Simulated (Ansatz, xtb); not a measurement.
**Isomers of C3H10N2OSi in order of energy**

3 gas-phase structures of C3H10N2OSi, from a drawn sample of its isomers (lower ones may exist). Each was relaxed with GFN2-xTB; where two conformers were screened, the lower at r2SCAN-D4/def2-SVP is listed:

A. `CC(=O)N(C)[SiH2]N`, a singlet
B. `C=N[Si@H](O)N(C)C`, a singlet
C. `O[SiH]1NCCCN1`, a singlet

Which do you expect lowest at r2SCAN-D4/def2-SVP, and how would the others follow?

Calculated order at r2SCAN-D4/def2-SVP: C (0.0), A (61.5), B (131.3) kJ/mol.

Energies above the lowest of each column, in kJ/mol; the last columns are at PBE0-D3(BJ)/def2-SVP geometries and were run for some of them only (a dash: not run or not comparable):

| structure | GFN2-xTB | HF/STO-3G | r2SCAN-D4/def2-SVP | PBE0-D3(BJ)/def2-SVP |
| --- | --- | --- | --- | --- |
| C | 0.0 | 0.0 | 0.0 | 0.0 |
| A | 94.7 | 118.2 | 61.5 | 78.7 |
| B | 123.1 | 191.0 | 131.3 | – |

Every level run on C puts it lowest or level with the lowest. Some further structures that were screened fall inside this span and aren't listed. Flexible structures stand in one conformer each, not always the lowest. Frequencies (GFN2-xTB) were run for C alone.

Programs: Ansatz 0.2.0, xtb 6.7.1.
